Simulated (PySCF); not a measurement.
## Polarisability and C₆ of Al(2+) (aluminium, charge +2)

[Ne] 3s1, 2S determinant. Calculation: PySCF 2.14, in x2c-QZVPPall with one added diffuse shell each of s, p, d, f type (10s7p5d3f1g, 86 functions); the spin-free X2C one-electron Hamiltonian (Gaussian nucleus). Coupled (time-dependent) response in atomic units; α is the mean over directions.

| method | mean α (bohr³) | C₆ (like pair) | S(−4) |
| --- | --- | --- | --- |
| UHF | 15.28 | 43.38 | 264.9 |
| PBE | 13.50 | 36.04 | 209.2 |
| PBE0 | 14.03 | 38.15 | 225.6 |
| wB97X-V | 14.35 | 39.45 | 236.5 |
| HSE06 | 13.69 | 36.84 | 214.6 |

S(−4) is the Cauchy moment in α(ω) = α(0) + S(−4) ω² + …

α(iu) at PBE0:

| u (hartree) | α(iu) (bohr³) |
| --- | --- |
| 0 | 14.03 |
| 0.0500 | 13.49 |
| 0.100 | 12.09 |
| 0.200 | 8.593 |
| 0.300 | 5.856 |
| 0.500 | 3.011 |
| 0.750 | 1.654 |
| 1.00 | 1.086 |
| 1.50 | 0.6301 |
| 2.00 | 0.4466 |
| 3.00 | 0.2852 |
| 5.00 | 0.1592 |

A single London oscillator, α(iu) = α/(1 + u²/ω²), gives C₆ = (3/4) ω α². Matching the computed C₆ needs ω = 4 × 38.15 / (3 × 14.03²) = 0.258 hartree.

For an ion, C₆ is the dispersion term alone; charge-induced terms of lower order in 1/R come first.
